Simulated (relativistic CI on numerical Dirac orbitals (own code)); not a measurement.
## Energy levels of Zr²⁺

These numbers are calculated, not measured: Dirac-Coulomb-Breit CI, separate exchange-only KLI orbitals for each configuration, model QED, valence Slater integrals scaled by 0.85, P86 correlation estimate, and configurations built on the next ion tied to the tabulated ionisation energy (semi-empirical) (own radial code, finite nucleus).

CI space (outside the closed core [Kr]): 4d2, 4d 5s, 4d 5p, 4d 5d, 4d 6s, 4d 4f, 4d 5f, 5s2, 5s 5p, 4d 6p, 4f2, 5p2, 4d 6d, 4d 5g, 5s 6s, 4d 6f, 4d 6g, 4f 5s, 5p 6s, 4f 5p. Levels of other configurations are missing.

```tsv
No.	Configuration	Term	J	E (cm⁻¹)	%	Next component (%)	Landé g	Lifetime (s)
41	4d 6s	3D	3	107606.2	92	8 4d 5d 3D	1.332	1.17e-09
42	4d 5d	3S	1	107780.2	90	7 1P	1.916	9.80e-10
43	4d 6s	1D	2	108000.8	38	35 4d 5d 3F	0.900	9.32e-10
44	4d 5d	3F	2	108281.9	60	35 4d 6s 1D	0.807	9.21e-10
45	4d 5d	3F	3	108692.8	98	1 3D	1.084	8.16e-10
46	4d 5d	3F	4	109154.7	98	1 1G	1.246	8.28e-10
47	4d 5d	3P	0	109913.3	92	5 5p2 3P		1.27e-09
48	4d 5d	1D	2	110056.0	51	32 3P	1.160	1.11e-09
49	4d 5d	3P	1	110261.7	93	4 5p2 3P	1.508	1.24e-09
50	4d 5d	3P	2	110790.1	63	30 1D	1.325	1.16e-09
51	4d 5d	1G	4	111258.5	97	1 3F	1.004	1.01e-09
52	4d 5d	1S	0	114037.5	90	3 5p2 1S		1.29e-09
53	4d 6p	1D°	2	118981.4	57	26 3F°	0.941	4.24e-09
54	4d 6p	3D°	1	119187.7	95	2 1P°	0.513	2.61e-09
55	4d 6p	3D°	2	119627.1	51	47 3F°	0.930	3.30e-09
56	4d 6p	1D°	2	120074.7	37	33 3D°	0.982	3.95e-09
57	4d 6p	3F°	3	120137.5	75	19 3D°	1.128	3.89e-09
58	4d 6p	3D°	3	120284.2	74	22 3F°	1.274	3.05e-09
59	4d 6p	3P°	0	120980.8	97	3 4d 4f 3P°		4.93e-09
60	4d 6p	3P°	1	120980.9	84	10 1P°	1.432	4.78e-09
61	4d 6p	3F°	4	121053.6	98	2 4d 4f 3F°	1.250	6.03e-09
62	4d 6p	3P°	2	121682.7	91	5 4d 4f 3P°	1.481	6.26e-09
63	4d 6p	1F°	3	121950.7	84	8 4d 4f 1F°	1.015	1.28e-09
64	4d 4f	1G°	4	122041.5	79	14 3H°	0.987	9.56e-10
65	4d 4f	3H°	4	122636.5	83	9 1G°	0.844	2.40e-09
66	4d 6p	1P°	1	122681.3	69	15 4d 4f 1P°	1.053	2.72e-09
67	4d 4f	3F°	2	122859.3	91	6 1D°	0.693	4.82e-10
68	4d 4f	3H°	5	122932.4	97	1 3G°	1.035	4.56e-09
69	4d 4f	3F°	3	123048.2	92	3 3G°	1.077	4.68e-10
70	4d 4f	3F°	4	123426.1	86	10 1G°	1.216	5.12e-10
```

Energies count from the lowest computed level; ° marks odd parity; lifetimes are radiative, by E1, M1, E2 decay to levels of this space only.

The mean weight of the leading LS term, summed over parents, in these 30 levels is 80 %, and that of the leading jj configuration (from the same eigenvectors) 66 %, so LS coupling describes them better.

Configurations that consist of the next ion and one excited electron were tied to the tabulated ionisation energy; Rydberg ones are usually within 1,000 to 3,000 cm⁻¹ and the lowest ones within about 6,000 (9,000 in d shells), while levels on excited terms of the next ion carry the error of that term, and the other configurations can be misplaced by 10,000 cm⁻¹ or more. Rates follow the energies as ν³ (E1, M1) or ν⁵ (E2), so rates, branching and lifetimes can be off by large factors. The fine structure of a lone outer electron comes out too small, for d and f at times inverted, and misplaced configurations move strength between like terms. 26 of the 26 excited levels that our extract of the measured tables holds in this range could be paired (the sources list more); they are missed by 1908 cm⁻¹ on average and 3768 at most, and levels without a partner can miss by more.
